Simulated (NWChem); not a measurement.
Molecule: C$_{3}$H$_{7}$NSi; SMILES C#C[Si@@H](C)N

```xyz
12

C      0.0829    -2.6144    -0.1928
C      0.0250    -1.4089     0.0394
Si    -0.0340     0.4001     0.4073
C      1.4593     1.2787    -0.3232
N     -1.4832     1.0151    -0.3549
H      0.1349    -3.6750    -0.4014
H      0.0225     0.5227     1.9151
H      2.3972     0.8742     0.1074
H      1.4862     1.1450    -1.4227
H      1.4254     2.3656    -0.1021
H     -1.6573     2.0220    -0.2798
H     -2.3539     0.5067    -0.1745
```
Atoms are numbered in this order, from 1.

All runs: NWChem. Coordinates come from a PBE-D3(BJ)/def2-SVP optimisation. No frequency run checked for a minimum.

For level Hartree-Fock/def2-SVPD:

```yaml
orbital gap (eV): 13.00
dipole (D): 0.71
```

Question: How do the values read with level Hartree-Fock/def2-SVP instead?

Answer: 
| Item | Value |
|---|---|
| orbital gap (eV) | 14.40 |
| dipole (D) | 0.82 |
